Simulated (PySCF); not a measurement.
BaCl2, SMILES [Cl][Ba][Cl].

Geometry optimised at B3LYP-D3(BJ)/def2-TZVP. The isomer is the one that the SMILES or the coordinates give; other isomers of the formula were not compared. The def2 effective core potentials stand for the cores of Ba; spin–orbit coupling is left out.

Two levels are set side by side: TDDFT-PBE/def2-SVPD (PySCF) and TDDFT-B3LYP/def2-SVPD (PySCF). Vertical, same geometry. The lowest singlet is HOMO→LUMO 100 % with PBE and HOMO→LUMO 99 % with the other functional; states are paired by order. Differences are taken from unrounded values.

```csv
quantity,TDDFT-B3LYP
lowest singlet excitation (eV),4.31
lowest triplet excitation (TDA) (eV),4.28
```

Problem. What does TDDFT-PBE give, and how far is it from TDDFT-B3LYP? (An estimate is asked for; the answer gives what the named calculation found.)

Solution. 
```csv
quantity,TDDFT-PBE,TDDFT-PBE minus TDDFT-B3LYP
lowest singlet excitation (eV),3.85,-0.46
lowest triplet excitation (TDA) (eV),3.82,-0.46
```

Functionals without exact exchange tend to place singlet excitations lower, as here. Differences between two approximate levels are no errors against the true value.

Rough cost on one machine, each run with all the roots and properties that it gave: TDDFT-B3LYP against TDDFT-PBE about 3 times.
